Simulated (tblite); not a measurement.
Species: C3H11PSi2.
Cartesian coordinates in Å at the GFN2-xTB level; atoms count from 1:
```xyz
17
C3H11PSi2 angstrom
C      1.5488   -0.4289    0.7699
C      0.7523   -0.4930   -0.5301
C      0.3457    0.9115   -0.9805
Si    -1.0747    1.6299    0.0866
P     -2.3481   -0.1622    0.5516
Si    -0.8313   -1.5657   -0.3155
H      0.9382   -0.0176    1.5731
H      1.8857   -1.4197    1.0682
H      2.4255    0.2082    0.6543
H      1.3964   -0.9363   -1.2971
H      1.2148    1.5723   -0.9760
H     -0.0031    0.8665   -2.0156
H     -1.8667    2.5881   -0.6876
H     -0.5783    2.2844    1.3020
H     -1.9187   -0.2999    1.8560
H     -0.5705   -2.7141    0.5536
H     -1.3230   -2.0113   -1.6227
```

Computed values, GFN2-xTB/tblite, gas phase, harmonic and unscaled. The method is semi-empirical: single wavenumbers can be off by several per cent or more. Modes of hydrogen on phosphorus and silicon can be 10 to 20 % off. One conformer, not necessarily the lowest.

Harmonic wavenumbers (cm⁻¹): 54.9, 129.1, 213.1, 236.4, 272.7, 330.9, 420.2, 433.6, 463.0, 466.5, 492.0, 530.3, 543.2, 603.0, 616.1, 662.7, 701.0, 711.1, 723.5, 762.4, 782.1, 794.6, 948.4, 1007.0, 1035.6, 1101.3, 1153.9, 1214.7, 1276.4, 1307.8, 1416.7, 1477.0, 1501.6, 1509.1, 2213.2, 2231.2, 2240.1, 2245.2, 2329.8, 2917.9, 2951.8, 2970.2, 3000.5, 3010.4, 3027.5.

A = 2174, B = 1817, C = 1227 MHz; mass 134.014 u (most abundant isotopes); point group C1, symmetry number 1.

**Question.** Zero-point energy?

**Answer.** ½Σν̃ = 27515 cm⁻¹ = 329.15 kJ/mol.

**Question.** What is S at 200 K and 1 bar for an ideal gas of classical rigid rotors and harmonic oscillators?

**Answer.** Translation 161.64, rotation 114.62, vibration 54.51: S = 330.8 J/(mol K).

**Question.** And Cp and H(200 K) − H(0)?

**Answer.** Cp = 111.97 J/(mol K), of which vibrations give 78.71 (their classical limit is 45 R = 374.2); H(200 K) − H(0) = 13.20 kJ/mol without the zero-point energy, 6.54 from vibrations.

**Question.** How do the functions run with temperature in this model?

**Answer.** 
| T (K) | S (J/(mol K)) | Cp (J/(mol K)) | H − H(0) (kJ/mol) | G − H(0) (kJ/mol) | ln q(vib) |
| --- | --- | --- | --- | --- | --- |
| 150 | 302.4 | 86.3 | 8.24 | -37.13 | 1.69 |
| 250 | 358.4 | 136.5 | 19.42 | -70.19 | 3.65 |
| 298.15 | 384.4 | 158.1 | 26.52 | -88.08 | 4.71 |
| 400 | 436.4 | 196.7 | 44.67 | -129.91 | 7.06 |
| 600 | 527.2 | 251.1 | 89.82 | -226.52 | 11.79 |
| 900 | 639.7 | 303.0 | 173.58 | -402.18 | 18.50 |

q(vib) and H(0) count from the zero-point level.

**Question.** What must be added to the electronic energy to get the Gibbs energy at 200 K and 1 bar?

**Answer.** ZPE + [H(200 K) − H(0)] − T·S = 329.15 + 13.20 − 66.16 = 276.19 kJ/mol.

Hindered rotation and anharmonicity are outside this model. Other conformers, if any are populated, would add a mixing term that is left out. The structure is chiral; the term R ln 2 for an equal mix with its mirror image is left out.

On one thread of an Arm Neoverse N1, shared host, this took 1.2 s. The figure is for the frequency step alone.
